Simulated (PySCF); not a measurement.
# A thermochemical cycle for GeO

MP2 in PySCF with def2-TZVPPD on every atom, for the lowest determinant that a PBE0 search found; no spin–orbit coupling. GeO, a singlet (closed shell), has De = 7.41 eV to neutral atoms, and GeO⁺, a doublet (π ↑), has De = 3.76 eV to Ge⁺ + O.

The adiabatic ionisation energy of GeO, between the minima, is 11.51 eV.

Question: Which ionisation energy of the Ge atom does this level give?

Answer: IE(Ge) = IE(molecule) + De(ion) − De(neutral) = 11.51 + 3.76 − 7.41 = 7.86 eV; the measured value is 7.899 eV (NIST ASD).

Correlated steps freeze 10 core orbitals. Spin–orbit coupling is left out. For an ion De counts to the pair picked by the measured ionisation energies or electron affinities, which need not be the lowest pair at this level. Where the molecule has an RHF reference, its open-shell atoms are computed with UHF. States were picked by a PBE0 search and need not be the measured ground states.
